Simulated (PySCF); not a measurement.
C6H5F, SMILES C#CC(=C)/C=C\F. Geometry optimised at PBE0-D3(BJ)/def2-SVP. The structure was generated by enumeration; whether it is a known compound was not checked. Other conformers were not sampled.

Computed equilibrium geometry at PBE0-D3(BJ)/def2-SVP (PySCF confirms it by a frequency run) as bond lengths and angles, and its point group (one conformer of several):
point group Cs.
Atoms: C1 C2 C3 C4 C5 C6 F7 H8 H9 H10 H11 H12. Bonded distances (Å): C1–C2 1.212, C1–H8 1.074, C2–C3 1.434, C3–C4 1.352, C3–C5 1.464, C4–H9 1.091, C4–H10 1.093, C5–C6 1.337, C5–H11 1.093, C6–F7 1.322, C6–H12 1.094. Angles (°): C2–C1–H8 179.3, C1–C2–C3 178.6, C2–C3–C4 119.5, C2–C3–C5 120.3, C4–C3–C5 120.2, C3–C4–H9 121.1, C3–C4–H10 120.7, H9–C4–H10 118.2, C3–C5–C6 128.9, C3–C5–H11 116.0, C6–C5–H11 115.2, C5–C6–F7 124.6, C5–C6–H12 122.8, F7–C6–H12 112.6.
